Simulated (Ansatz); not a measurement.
Geometry optimisation, RHF/def2-mTZVP (Ansatz 0.2.0).

Input:

```yaml
crystal:
  periodic: [false, false, false]
  atoms:
    - { symbol: C, position_ang: [-0.6235, 1.0138, -0.3518] }
    - { symbol: S, position_ang: [-0.7555, -0.1906, 0.9554] }
    - { symbol: As, position_ang: [0.6116, -1.6094, -0.1364] }
    - { symbol: H, position_ang: [-0.9695, 0.6372, -1.3195] }
    - { symbol: H, position_ang: [0.3755, 1.4011, -0.51] }
    - { symbol: H, position_ang: [-1.3098, 1.9388, -0.0877] }
    - { symbol: H, position_ang: [1.9266, -0.7541, 0.2539] }
    - { symbol: H, position_ang: [0.8367, -2.4939, 1.1402] }
basis:
  gaussian: { orbitals: def2-mTZVP }
hamiltonian:
  xc: hf
relax:
  f_tol: 0.015
  max_steps: 40
```

Command:

```bash
$ ansatz run input.yaml --threads 1 --pin off --max-ram 2048MiB --backend cpu --events-out ev --progress --plain --runs-dir out
```

Q: Where does it end, and by what steps?

A: The forces met the threshold. The force dipped under the threshold on the way, but the program's further checks kept it going. After 19 steps the energy has fallen by 0.472 eV; H7 moved furthest, 0.91 Å.

| step | energy less start (eV) | largest force component (eV/Å) | accepted |
| --- | --- | --- | --- |
| 0 | 0.0000 | 3.155 | yes |
| 1 | -0.3115 | 0.856 | yes |
| 2 | -0.3946 | 0.615 | yes |
| 3 | -0.4074 | 0.353 | yes |
| 4 | -0.4206 | 0.127 | yes |
| 5 | -0.4387 | 0.096 | yes |
| 6 | -0.4463 | 0.390 | yes |
| 7 | -0.4543 | 0.137 | yes |
| 8 | -0.4624 | 0.107 | yes |
| 9 | -0.4571 | 0.365 | no |
| 10 | -0.4638 | 0.212 | yes |
| 11 | -0.4633 | 0.325 | no |
| 12 | -0.4685 | 0.053 | yes |
| 13 | -0.4700 | 0.023 | yes |
| 14 | -0.4705 | 0.119 | yes |
| 15 | -0.4709 | 0.074 | yes |
| 16 | -0.4715 | 0.005 | yes |
| 17 | -0.4718 | 0.033 | yes |
| 18 | -0.4718 | 0.046 | yes |
| 19 | -0.4720 | 0.014 | yes |

```xyz
8
Properties=species:S:1:pos:R:3
C -0.767 1.131 -0.434
S -0.245 0.113 0.993
As 1.052 -1.400 -0.041
H -1.318 0.545 -1.152
H 0.079 1.598 -0.913
H -1.413 1.900 -0.037
H 2.229 -1.317 0.902
H 0.475 -2.627 0.626
```

The run took 39 s on 1 thread of Arm Neoverse V2, with other jobs on the host, peak memory 0.18 GiB.
